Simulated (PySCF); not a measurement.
Te(H)(SiMe3), SMILES C[Si](C)(C)[TeH] at its GFN2-xTB optimised geometry (Å):

```
15

Te     0.3728    -2.0476     0.0000
H      2.0186    -2.0476     0.0000
Si     0.3339     0.4625     0.0000
C      1.1791     1.1720     1.5555
C     -1.4985     0.9677    -0.0150
C      1.2034     1.1715    -1.5422
H      1.1430     2.2573     1.5671
H      0.6998     0.8150     2.4623
H      2.2232     0.8761     1.5983
H     -2.0186     0.5909     0.8602
H     -2.0067     0.5810    -0.8929
H     -1.6042     2.0476    -0.0218
H      0.7273     0.8277    -2.4558
H      2.2435     0.8611    -1.5778
H      1.1825     2.2572    -1.5459
```

Level of theory: PBE0/def2-TZVP, def2 effective core potentials past Kr (PySCF). The core electrons that the potentials of Te replace are not part of the density. Cells within 0.4 Å of a nucleus heavier than hydrogen are left out (blank, or x).

Map of the deformation density (molecule minus spherical neutral atoms) (e/bohr³) on the plane z = 0.0 Å:

```
|11111111111111111111111111111|
|11111111111111111111111111111|
|11111111111111111111111111111|
|11111111111111111111111111111|
|11111111111111111111111111111|
|11111111111111111111111111111|
|11111111101111111111111111111|
|11111111132111111111111111111|
|11111111495211111111111111111|
|11111111486211000111111111111|
|111111112xx332000111111111111|
|111111112xx553101111111111111|
|111111123xx553xxx111111111111|
|11111111111332xxx001111111111|
|11111111111121111001111111111|
|11111111111111222111111111111|
|11111111111112233211111111111|
|11111111111112232211111111111|
|11111111111111211111111111111|
|11111111111111111013211111111|
|11111111111112xxx124511111111|
|111111111111120xx124411111111|
|11111111111112211112211111111|
|11111111111112221111111111111|
|11111111111111111111111111111|
|11111111111111111111111111111|
|11111111111111111111111111111|
|11111111111111111111111111111|
|11111111111111111111111111111|
```
Scale: ten equal steps from -0.024 (start of '0') to 0.111 (end of '9'), in the order '0123456789'; x runs from -4.50 to 4.50, y from -4.50 (bottom) to 4.50 (top).
